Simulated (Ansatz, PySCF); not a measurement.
Input for PySCF:
```python
from pyscf import gto, scf, dft

mol = gto.M(
    atom='''
Ti    0.00000000    0.00000000    0.00000000
''',
    basis='cc-pvtz',
    spin=2,
    verbose=4,
)

mf = dft.UKS(mol)
mf.xc = 'b3lyp5'
mf.grids.atom_grid = (99, 590)
mf.grids.prune = None
mf.kernel()
```

**Question.** Give the equivalent Ansatz (a quantum-chemistry and plane-wave program) input.

**Answer.** One answer among several that fit: 
Ansatz 0.2 input:
```yaml
crystal:
  periodic: [false, false, false]
  atoms:
    - {symbol: Ti, position_ang: [0.00000000, 0.00000000, 0.00000000]}
basis:
  gaussian:
    orbitals: cc-pVTZ
hamiltonian:
  xc: b3lyp5
magnetization: {spin_polarized: true, initial_magnetization: 2}
accuracy: high
```

Both were run: PySCF gave -849.299395 Eh and Ansatz -849.299395 Eh, 0.000 mEh apart.
